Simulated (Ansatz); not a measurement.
Ansatz (a program for electronic structure) input (MP2/LANL2DZ): The .json file is the Basis Set Exchange's LANL2DZ.

Ansatz 0.2 input:
```yaml
crystal:
  periodic: [false, false, false]
  atoms:
    - {symbol: C, position_ang: [-1.79819800, 0.60187500, -0.22409100]}
    - {symbol: C, position_ang: [-0.57937400, -0.32320500, -0.26397500]}
    - {symbol: B, position_ang: [0.76484300, 0.25642600, 0.28534500]}
    - {symbol: O, position_ang: [1.90855400, -0.45054700, 0.30766100]}
    - {symbol: H, position_ang: [-1.62300400, 1.50778000, -0.80693600]}
    - {symbol: H, position_ang: [-2.68610800, 0.11094900, -0.62701200]}
    - {symbol: H, position_ang: [-2.02218000, 0.91266400, 0.79782200]}
    - {symbol: H, position_ang: [-0.77921800, -1.24524400, 0.29933600]}
    - {symbol: H, position_ang: [-0.38311900, -0.65471500, -1.29305200]}
    - {symbol: H, position_ang: [2.66640700, 0.01879600, 0.67022700]}
basis:
  gaussian:
    orbitals: LANL2DZ.json
magnetization: {spin_polarized: true, initial_magnetization: 1}
correlation: {method: mp2, electrons: outside_noble_gas}
```

Output:

```
Functional definition: HF
integrals: 0.01 GiB planned
625 factors; integrals over basis functions are off by at most 5.3e-4 eV
mean field: 0.11 GiB planned
mean field evaluation 1: about -4860.0465 eV, gradient 2.5e1 eV
mean field evaluation 2: about -4860.0399 eV, gradient 2.5e1 eV
mean field evaluation 4: about -4863.2718 eV, gradient 3.0e0 eV
mean field evaluation 8: about -4863.3824 eV, gradient 6.6e-2 eV
mean field -4863.38165915 eV, -178.7259794553 hartree, gradient 4.8e-6 eV, S^2 0.752903; 0 other end points of the search recorded, 0 dependent functions left out
4 core orbitals not correlated
reference -4863.38165915 eV, -178.7259794553 hartree; 12, 11 occupied and 32, 33 virtual orbitals, 625 factors
second order -8.84112894 eV of doubles, -0.00000000 eV of singles
Total energy: -4872.22278809 eV, -179.0508849512 hartree
```

The geometry given is a B3LYP-D3(BJ)/def2-TZVP minimum.
